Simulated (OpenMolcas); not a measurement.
Mo3+ (d3) in a complex was computed by CASSCF with the d shell active (OpenMolcas, ANO-RCC-VDZP on the metal). Its lowest spin-free states, and all those of the highest spin:

```csv
2S+1,Degeneracy,E (cm-1)
4,3,0.0
2,2,4348
4,3,7907
2,3,10577
2,3,11869
2,3,14584
4,3,15869
2,1,16464
4,1,16610
2,3,18986
2,2,19941
2,3,20262
```

Problem. Is the site octahedral, tetrahedral or cube-like, axial, or of lower symmetry?

Solution. The states with 2S+1 = 4 have orbital degeneracies 3, 3, 3, 1. Threefold states need a cubic site. For d3 at this spin an octahedron puts the single A2 below the threefold T2 and a tetrahedron or cube puts the threefold T1 below the threefold T2, so the site is a tetrahedron or a cube, which this pattern cannot tell apart. The run had Mo3+ with 4 ligands (chloride) in tetrahedral coordination (Td) at 2.32 Å. A charge of +0.25 e stands 3.2 Å behind each ligand. Ligand basis ANO-RCC-VDZP.

An orbital triplet at a regular site is open to Jahn-Teller coupling, which can distort the site and quench the lowest spin-orbit gaps and is left out. Without dynamic correlation the repulsion within the d shell is too large (B by tens of per cent), so at a given field states of lower spin stand too high. This shell can be high or low spin here, a state of another spin lies low, and with metal d orbitals alone active their balance is uncertain, so the ground spin may be wrong. The least metal-like active orbital is 78 % on the metal (Löwdin) and no ligand orbital is active, so the numbers are rough. With metal d orbitals alone the field can be off either way by tens of per cent. Ligand-to-metal charge-transfer states are missing. With no ligand orbital active B as a rule stays too high, so bands that hang on it stand too high and its fall with covalency is understated. No measured value stands beside these numbers; the geometry is a model, was not optimised and need not be the one that this ion takes.
